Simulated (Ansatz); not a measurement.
```xyz
13

C     2.0058    0.3231   -0.8140
C     0.8035   -0.5824   -0.9469
O    -0.1545   -0.3008    0.0348
Zr   -1.4613    0.1207    1.3340
O    -3.1602    0.4006    0.5106
F    -0.9251    1.7250    2.2216
Cl   -1.5840   -1.6781    2.8769
H     2.7413    0.0882   -1.5871
H     2.4794    0.1951    0.1616
H     1.7155    1.3704   -0.9217
H     1.0999   -1.6327   -0.8473
H     0.3391   -0.4635   -1.9326
H    -3.8993    0.4345   -0.0898
```

Total charge 0; spin multiplicity 1. Zr: def2 effective core potential.

Question: List the r2SCAN/def2-TZVPP orbital energies in eV (Ansatz). (An estimate is asked.)

Answer: Ansatz gave: Occupied: -2752.64, -665.43, -516.20, -515.98, -274.85, -273.11, -254.04, -192.51, -192.48, -192.47, -57.20, -34.63, -34.39, -34.08, -29.03, -26.26, -25.51, -20.24, -19.67, -16.13, -13.08, -12.51, -12.37, -11.12, -10.58, -10.16, -10.12, -9.85, -9.71, -9.04, -8.63, -8.56, -8.08, -7.88, -7.65, -7.45. Lowest empty: -1.22, -1.12, -0.56, -0.39, -0.21, -0.02, 0.80, 1.13.
